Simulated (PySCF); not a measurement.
## C⁺: ionisation energy

C⁺ [He] 2s2 2p1 (2P) → C²⁺ [He] 2s2 (1S), as a difference of total energies. Computed with PySCF 2.14 in 6-31G*, with the non-relativistic Hamiltonian (point nucleus). Correlated levels: valence: 1s2 frozen. The calculations carry no spin-orbit coupling.

```
           method  ionisation energy (eV)
              UHF                  24.203
             BP86                  24.966
             TPSS                  25.053
    MP2 (valence)                  24.265
SCS-MP2 (valence)                  24.219
   CCSD (valence)                  24.063
CCSD(T) (valence)                  24.083
```

Errors of the correlated levels include the incompleteness of this basis and the frozen core.

The coupled-cluster amplitudes are large for C²⁺ (T1 above 0.03 or a double amplitude above 0.15), so a single reference is strained.

**Question.** Which method comes closest to the reference value, and which is furthest?

**Answer.** The reference is 24.378 eV (measured; NIST levels, between the centres of gravity of the two terms). Closest: MP2 (valence) (error -0.113 eV); furthest: TPSS (error 0.675 eV).
